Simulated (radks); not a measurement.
Fractional charge and spin in the 6s shell of bismuth: the spin-up occupation runs from 0 to 1 and the spin-down occupation from 0 to 1; the fullest corner is Bi2+, [Xe] 4f14 5d10 6p(up 0.5, down 0.5) 6s(up 1, down 1). Calculated with a radial shooting solver on a logarithmic mesh with Libxc functionals: scalar-relativistic Kohn-Sham, PBE, spin-polarised, spherical densities, point nucleus. Energy (eV) above the fullest corner. The planes named below are the two flat planes that join the four corners, with an edge along up + down = one added electron.

down \ up       0    0.25     0.5    0.75       1
0          82.300  69.645  57.646  46.298  35.595
0.25       69.645  57.709  46.421  35.775  25.768
0.5        57.646  46.421  35.836  25.885  16.564
0.75       46.298  35.775  25.885  16.621   7.977
1          35.595  25.768  16.564   7.977   0.000

Corners above the fullest one (they belong to Bi3+ and the next ion): (up 1, down 0) 35.595 eV, (up 0, down 1) 35.595 eV, (up 0, down 0) 82.300 eV. With half an added electron in each spin the energy lies 0.240 eV from the planes, and with half an added electron in spin up alone -1.302 eV. The planes are only a guide here: the flat-plane condition holds for ground states with one frontier orbital, while this shell lies below other occupied shells, so the corners above the fullest one are inner-hole states and not the ground states of those ions.
